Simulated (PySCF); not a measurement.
# `CSC[P@@H+]1C(F)=C1[SiH3]`, [C$_{4}$H$_{9}$FPSSi]+, charge +1

Molfile (atoms numbered from 1):
```
C4H9FPSSi
     RDKit          3D

 17 17  0  0  0  0  0  0  0  0999 V2000
   -3.0042   -0.6634   -0.9613 C   0  0  0  0  0  0  0  0  0  0  0  0
   -1.4185    0.1263   -1.3391 S   0  0  0  0  0  0  0  0  0  0  0  0
   -1.0117    0.7735    0.2909 C   0  0  0  0  0  0  0  0  0  0  0  0
   -0.0409   -0.5790    1.1740 P   0  0  1  0  0  0  0  0  0  0  0  0
    1.6089   -0.2872    2.0413 C   0  0  0  0  0  0  0  0  0  0  0  0
    2.0307   -0.3625    3.2493 F   0  0  0  0  0  0  0  0  0  0  0  0
    1.7181   -0.0218    0.7801 C   0  0  0  0  0  0  0  0  0  0  0  0
    2.9522    0.5461   -0.6093 Si  0  0  0  0  0  4  0  0  0  0  0  0
   -3.3199   -1.1739   -1.8658 H   0  0  0  0  0  0  0  0  0  0  0  0
   -2.8789   -1.3814   -0.1542 H   0  0  0  0  0  0  0  0  0  0  0  0
   -3.7335    0.0961   -0.6967 H   0  0  0  0  0  0  0  0  0  0  0  0
   -1.9174    1.0134    0.8469 H   0  0  0  0  0  0  0  0  0  0  0  0
   -0.3829    1.6578    0.1957 H   0  0  0  0  0  0  0  0  0  0  0  0
   -0.0353   -1.6403    0.2742 H   0  0  0  0  0  0  0  0  0  0  0  0
    3.7552   -0.6538   -0.8029 H   0  0  0  0  0  0  0  0  0  0  0  0
    3.6131    1.6827    0.0192 H   0  0  0  0  0  0  0  0  0  0  0  0
    2.0581    0.8794   -1.7127 H   0  0  0  0  0  0  0  0  0  0  0  0
  1  2  1  0
  2  3  1  0
  3  4  1  0
  4  5  1  0
  5  6  1  0
  5  7  2  0
  7  8  1  0
  7  4  1  0
  1  9  1  0
  1 10  1  0
  1 11  1  0
  3 12  1  0
  3 13  1  0
  4 14  1  6
  8 15  1  0
  8 16  1  0
  8 17  1  0
M  CHG  1   4   1
M  END
```

Level of theory: PySCF, GIAO PBE/pcSseg-1 magnetisability, rotational g tensor and spin-rotation constants, non-relativistic, gas phase. Geometry: GFN2-xTB.

For an ion the centre-of-mass motion in the field is neglected.

(1) How diamagnetic is it, and how anisotropic?

(2) Split it along the inertial axes a, b, c into diamagnetic and paramagnetic parts about the centre of mass, with the quadrupole moment.

(3) And the rotational g tensor?

## Answers

(1) Isotropic -1588 × 10⁻³⁰ J/T², or -95.6 × 10⁻⁶ cm³/mol; principal values -1665, -1602, -1498 × 10⁻³⁰ J/T², anisotropy 145 × 10⁻³⁰ J/T² (root of half the summed squared differences of the principal values). The susceptibility is in cgs units.

(2) 
```csv
axis,χ (10⁻⁶ cm³/mol),diamagnetic (10⁻⁶ cm³/mol),paramagnetic (10⁻⁶ cm³/mol),summed x² of all electrons (Å²),quadrupole Θ (D Å)
a,-96.1,-820.9,724.8,400.5,+18.13
b,-90.6,-1842.4,1751.7,159.7,-3.96
c,-100.2,-2376.6,2276.4,33.8,-14.18
```
Anisotropies 2χaa − χbb − χcc = -1.5 and 2χbb − χaa − χcc = +15.1 × 10⁻⁶ cm³/mol. Θ is traceless in Buckingham's convention.

(3) 
```tsv
axis	rotational constant (GHz)	g	nuclear part	electronic part
a	1.6531	-0.0083	0.5547	-0.5629
b	0.6672	-0.0010	0.5481	-0.5491
c	0.5024	+0.0029	0.5402	-0.5373
```
Asymmetric top; isotopes 12C, 19F, 1H, 31P, 32S, 28Si; no vibrational averaging.
